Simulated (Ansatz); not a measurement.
The cluster Li₃Cl₂. The state is a doublet with charge 0. Geometry relaxed at PBE0-D4/def2-TZVP.

```xyz
5

Li    0.036    0.586   -1.984
Li   -0.570   -1.947   -0.404
Li    0.267    0.681    1.194
Cl   -0.278   -1.377    1.668
Cl    0.545    2.057   -0.474
```

The relaxation made no stability test and no search for a lower SCF solution. The structure comes from a short search, and lower isomers may exist.

(1) Estimate the harmonic wavenumbers at UKS PBE0-D4/def2-TZVP (Ansatz, unscaled). Is this a minimum?

Answers

(1) 100, 119, 122, 126, 250, 304, 462, 479, 588 cm⁻¹. Yes, no mode is imaginary beyond noise. Zero-point energy 15.2 kJ/mol. Run time 31 s (4 threads of Arm Neoverse V1 on a shared host).
